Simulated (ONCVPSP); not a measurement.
## gold (Au): excitation energies, all-electron against ONCV

- Element: gold (Au)
- Generator: ONCVPSP 4.0.1
- Type: optimised norm-conserving Vanderbilt (ONCV)
- Functional: PBE
- Relativity: scalar-relativistic
- Frozen core: [Kr] 4d10 4f14 5s2
- Valence charge: 17
- Reference configuration: 5p6 5d9 6s2
- Partial waves: 6s: rc 2.10 bohr, ncon 4, nbas 7, qcut 2.6 1/bohr, 2 projectors, debl 0.9 Ha; 5p: rc 1.05 bohr, ncon 4, nbas 8, qcut 7.7 1/bohr, 3 projectors, debl 0.9 Ha; 5d: rc 1.80 bohr, ncon 3, nbas 8, qcut 9.6 1/bohr, 2 projectors, debl 1.6 Ha
- Local potential: polynomial inside 1.05 bohr (lpopt 5, dvloc0 0 Ha)
- Core correction: none

In the p channel the program set the typed energies aside and used -2.298, 0.250, 1.150 Ha.

Energies are relative to the spin-unpolarised reference configuration 5p6 5d9 6s2; without spin polarisation the order of configurations can differ from experiment.

| valence configuration | charge | ΔE all-electron (eV) | error AE − PS (meV) |
| --- | --- | --- | --- |
| 5p6 5d10 6s1 | 0 | -1.693 | -30 |
| 5p6 5d10 6s0 | +1 | 7.716 | -79 |
| 5p6 5d9 6s0 | +2 | 28.924 | -45 |
| 5p6 5d10 6s0 6p1 | 0 | 3.556 | -71 |

Levels in the configuration 5p6 5d10 6s0 6p1:

```
level  all-electron (eV)  pseudo (eV)
   5p            -62.005      -61.867
   5d             -9.005       -8.979
   6p             -1.820       -1.824
```

Note: ghosts flagged at negative energy: s at -233.7 eV, p at -464.6 eV; GHOST(+) flagged for s at 57.3 eV. A true bound ghost makes a file unfit for plane-wave use.
